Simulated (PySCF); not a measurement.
# `[SeH][SiH2]C1CCC1`: 4 charge schemes on one density

C₄H₁₀SeSi.
Cartesian coordinates in Å at the PBE0-D3(BJ)/def2-SVP level; atoms count from 1:
```xyz
16
C4H10SeSi angstrom
Se     3.302   -0.334    1.438
Si     1.554   -0.952    0.094
C     -0.097   -0.340    0.754
C     -1.284   -0.553   -0.223
C     -1.175    0.928   -0.632
C     -0.322    1.189    0.624
H      3.094    1.099    1.174
H      1.766   -0.446   -1.299
H      1.611   -2.444    0.085
H     -0.223   -0.755    1.767
H     -1.177   -1.308   -1.019
H     -2.216   -0.768    0.321
H     -0.592    1.055   -1.557
H     -2.111    1.496   -0.737
H     -0.922    1.580    1.460
H      0.560    1.842    0.513
```

Density: PBE0/pcSseg-1 (PySCF); schemes: Mulliken, IAO, Hirshfeld and ESP-fitted. Geometry: PBE0-D3(BJ)/def2-SVP, one conformer, isolated molecule. The calculation is non-relativistic, for selenium too.

Task: Which atoms carry the lowest charge in the Mulliken, IAO, Hirshfeld and ESP-fitted schemes?

Result: The schemes don't all agree: Mulliken C3 (-0.533); IAO C3 (-0.392); Hirshfeld C3 (-0.116); ESP-fitted C6 (-0.545).

Task: For which atoms does the sign change between the 4 schemes (beyond +0.03 e in one, beyond −0.03 e in another)?

Result: C3 and C5. Atomic charges aren't observables, and each scheme defines them in its own way.

Task: At which atom do the 4 schemes differ most?

Result: At C3: from -0.533 (Mulliken) to +0.164 e (ESP-fitted), 0.697 e apart.

Task: Tabulate the Mulliken, IAO, Hirshfeld and ESP-fitted charges.

Result: In e:

```json
{"atom": "Se1", "environment": "selenium bonded to Si and H", "Mulliken": "-0.428", "IAO": "-0.229", "Hirshfeld": "-0.100", "ESP-fitted": "-0.242"}
{"atom": "Si2", "environment": "SiH2 silicon", "Mulliken": "+0.639", "IAO": "+0.623", "Hirshfeld": "+0.286", "ESP-fitted": "+0.033"}
{"atom": "C3", "environment": "sp3 carbon bound to silicon", "Mulliken": "-0.533", "IAO": "-0.392", "Hirshfeld": "-0.116", "ESP-fitted": "+0.164"}
{"atom": "C4", "environment": "four-membered-ring carbon", "Mulliken": "-0.188", "IAO": "-0.253", "Hirshfeld": "-0.066", "ESP-fitted": "-0.352"}
{"atom": "C5", "environment": "four-membered-ring carbon", "Mulliken": "-0.231", "IAO": "-0.257", "Hirshfeld": "-0.069", "ESP-fitted": "+0.212"}
{"atom": "C6", "environment": "four-membered-ring carbon", "Mulliken": "-0.186", "IAO": "-0.252", "Hirshfeld": "-0.068", "ESP-fitted": "-0.545"}
{"atom": "H7", "environment": "hydrogen on Se1", "Mulliken": "+0.132", "IAO": "+0.055", "Hirshfeld": "+0.029", "ESP-fitted": "+0.140"}
{"atom": "H8", "environment": "Si–H hydrogen", "Mulliken": "-0.061", "IAO": "-0.121", "Hirshfeld": "-0.078", "ESP-fitted": "-0.015"}
{"atom": "H9", "environment": "Si–H hydrogen", "Mulliken": "-0.059", "IAO": "-0.106", "Hirshfeld": "-0.075", "ESP-fitted": "+0.028"}
{"atom": "H10", "environment": "methine hydrogen", "Mulliken": "+0.157", "IAO": "+0.143", "Hirshfeld": "+0.036", "ESP-fitted": "+0.032"}
{"atom": "H11", "environment": "methylene hydrogen", "Mulliken": "+0.130", "IAO": "+0.125", "Hirshfeld": "+0.036", "ESP-fitted": "+0.091"}
{"atom": "H12", "environment": "methylene hydrogen", "Mulliken": "+0.126", "IAO": "+0.138", "Hirshfeld": "+0.041", "ESP-fitted": "+0.123"}
{"atom": "H13", "environment": "methylene hydrogen", "Mulliken": "+0.127", "IAO": "+0.135", "Hirshfeld": "+0.037", "ESP-fitted": "+0.008"}
{"atom": "H14", "environment": "methylene hydrogen", "Mulliken": "+0.128", "IAO": "+0.133", "Hirshfeld": "+0.038", "ESP-fitted": "-0.005"}
{"atom": "H15", "environment": "methylene hydrogen", "Mulliken": "+0.126", "IAO": "+0.138", "Hirshfeld": "+0.041", "ESP-fitted": "+0.164"}
{"atom": "H16", "environment": "methylene hydrogen", "Mulliken": "+0.123", "IAO": "+0.120", "Hirshfeld": "+0.031", "ESP-fitted": "+0.166"}
```

Mean size of the charges over all atoms: Mulliken 0.211 e, IAO 0.201 e, ESP-fitted 0.145 e, Hirshfeld 0.072 e. Each set sums to the total charge, 0, to within 0.001 e. The Hirshfeld scheme divides the density at each point in proportion to the densities of the neutral, spherically averaged free atoms.

Task: How closely do the schemes follow one another over all atoms?

Result: Correlation coefficient and root-mean-square difference: Mulliken with IAO 0.97, 0.071 e; IAO with Hirshfeld 0.96, 0.154 e; Mulliken with Hirshfeld 0.93, 0.183 e; IAO with ESP-fitted 0.34, 0.258 e; Mulliken with ESP-fitted 0.29, 0.285 e; Hirshfeld with ESP-fitted 0.28, 0.197 e.

Task: Sum the charges by element, for elements with more than one atom.

Result: 
```json
{"element": "C", "atoms": "4", "Mulliken": "-1.139", "IAO": "-1.153", "Hirshfeld": "-0.320", "ESP-fitted": "-0.520"}
{"element": "H", "atoms": "10", "Mulliken": "+0.928", "IAO": "+0.760", "Hirshfeld": "+0.134", "ESP-fitted": "+0.730"}
```

Task: How many electrons does the IAO scheme count on C5?

Result: Z − q = 6 − (-0.257) = 6.257.
